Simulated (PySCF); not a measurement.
Mg(OH)(SiH3) (H4MgOSi), SMILES [SiH3][Mg][OH]. Atoms are numbered in the order given.

```xyz
7

Mg     0.0000     0.0000    -0.7379
O      0.0000     0.0000    -2.5039
H      0.0000     0.0000    -3.4517
Si     0.0000     0.0000     1.8006
H      1.1914     0.6879     2.3763
H      0.0000    -1.3757     2.3763
H     -1.1914     0.6879     2.3763
```

Geometry: ωB97X-D3(BJ)/def2-TZVP. Other conformers were not sampled.

Computed with B3LYP/pcJ-1 run with PySCF.

Isotropic couplings with Fermi-contact, spin-dipole and both spin-orbit terms, one fixed conformer, no vibrational averaging. Isotopes: 1H, 29Si.

Task: Estimate the spin–spin coupling constants. (The exact figures need the calculation; the answer reports its results.)

Result: 
```csv
pair,bonds apart,J (Hz)
Si4–H5,1,-188.0
Si4–H6,1,-188.0
Si4–H7,1,-188.0
H5–H6,2,-3.1
H5–H7,2,-3.1
H6–H7,2,-3.1
H3–Si4,3,-4.9
```
